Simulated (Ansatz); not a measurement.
Correlation energies of C3H7BN2 (`BN/C=N/C=C`) by basis set

Z-matrix (Å, degrees):
```
B
N 1 1.408
H 1 1.188 2 119.9
H 1 1.195 2 116.8 3 179.4
C 2 1.387 1 128.3 3 1.1
H 2 1.008 1 118.7 3 -178.1
N 5 1.262 2 123.4 1 8.5
H 5 1.097 2 114.4 1 -172.3
C 7 1.386 5 118.9 2 -174.5
C 9 1.332 7 125.7 5 51.1
H 9 1.087 7 113.9 5 -133.3
H 10 1.084 9 121.5 7 0.5
H 10 1.082 9 120.6 7 177.2
```

Charge 0, multiplicity 1. The structure was optimised at the PBE0-D4/def2-TZVP level. It is one conformer, not always the lowest. Frozen core, restricted reference, the Gaussian-basis code of Ansatz. CBS rows extrapolate triple and quadruple zeta; past MP2 they add the triple-zeta difference.

```json
{"basis": "def2-TZVPP", "HF (Eh)": "-251.35181", "MP2 corr.": "-0.98577", "CCSD corr.": "-1.02566", "(T)": "-0.04753", "CCSD(T) total": "-252.42500"}
{"basis": "def2-QZVPP", "HF (Eh)": "-251.36338", "MP2 corr.": "-1.05126", "CCSD corr.": "–", "(T)": "–", "CCSD(T) total": "–"}
{"basis": "CBS(def2)", "HF (Eh)": "-251.36497", "MP2 corr.": "-1.09978", "CCSD corr.": "-1.13967", "(T)": "as TZ", "CCSD(T) total": "-252.55217"}
```
